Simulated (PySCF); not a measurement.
Structure with atom numbers: `[CH:1]#[C:2][Si@@H:3]([O:4][CH:5]1[CH2:6][CH2:7]1)[SiH2:8][CH3:9]`. Each H is labelled by its parent atom. Ha(C6), Ha(C7) are cis to O4 on the ring; Ha(Si8) is pro-R; Hb(Si8) is pro-S; Hb(C6), Hb(C7) are trans to O4 on the ring.

- GFN2-xTB geometry
- NMR shieldings at PBE0/pcSseg-1/GIAO
- program: PySCF
- single conformer, non-relativistic Hamiltonian, gas phase, averaged over atoms made equivalent by symmetry, fast rotation or ring inversion

List the cross peaks expected in HSQC, COSY and HMBC spectra.

Answers



HSQC (one-bond C–H):
| δH | δC |
| --- | --- |
| 3.46 (H(C5)) | 51.1 (C5) |
| 2.16 (H(C1)) | 105.7 (C1) |
| 0.92 (Ha(C6)) | 9.4 (C6) |
| 0.62 (Ha(C7)) | 8.2 (C7) |
| 0.47 (Hb(C7)) | 8.2 (C7) |
| 0.46 (Hb(C6)) | 9.4 (C6) |
| 0.26 (H(C9)) | -11.4 (C9) |

COSY cross peaks (H two or three bonds apart, from the bond graph; peaks can be absent where the dihedral angle is near 90°):
| δH | δH |
| --- | --- |
| 5.47 (H(Si3)) | 3.87 (Hb(Si8)) |
| 5.47 (H(Si3)) | 3.63 (Ha(Si8)) |
| 3.87 (Hb(Si8)) | 3.63 (Ha(Si8)) |
| 3.87 (Hb(Si8)) | 0.26 (H(C9)) |
| 3.63 (Ha(Si8)) | 0.26 (H(C9)) |
| 3.46 (H(C5)) | 0.92 (Ha(C6)) |
| 3.46 (H(C5)) | 0.62 (Ha(C7)) |
| 3.46 (H(C5)) | 0.47 (Hb(C7)) |
| 3.46 (H(C5)) | 0.46 (Hb(C6)) |
| 0.92 (Ha(C6)) | 0.62 (Ha(C7)) |
| 0.92 (Ha(C6)) | 0.47 (Hb(C7)) |
| 0.92 (Ha(C6)) | 0.46 (Hb(C6)) |
| 0.62 (Ha(C7)) | 0.47 (Hb(C7)) |
| 0.62 (Ha(C7)) | 0.46 (Hb(C6)) |
| 0.47 (Hb(C7)) | 0.46 (Hb(C6)) |

HMBC (two and three bonds, from the bond graph):
| δH | δC |
| --- | --- |
| 5.47 (H(Si3)) | 105.7 (C1), 90.5 (C2), 51.1 (C5), -11.4 (C9) |
| 3.87 (Hb(Si8)) | 90.5 (C2), -11.4 (C9) |
| 3.63 (Ha(Si8)) | 90.5 (C2), -11.4 (C9) |
| 3.46 (H(C5)) | 9.4 (C6), 8.2 (C7) |
| 2.16 (H(C1)) | 90.5 (C2) |
| 0.92 (Ha(C6)) | 51.1 (C5), 8.2 (C7) |
| 0.62 (Ha(C7)) | 51.1 (C5), 9.4 (C6) |
| 0.47 (Hb(C7)) | 51.1 (C5), 9.4 (C6) |
| 0.46 (Hb(C6)) | 51.1 (C5), 8.2 (C7) |

References, each an isolated molecule treated in the same way: $^{1}$H (σref 31.72), $^{13}$C (σref 186.93) against TMS.

Shifts are as computed. Against solution values, carbons near 30 ppm lie about +3 ppm off and those near 130 ppm about +5 ppm. Of 1211 compounds with measured shifts, 218 miss one by over three times the rms of a fit or turn the order of signals round; such compounds aren't used in these exercises.
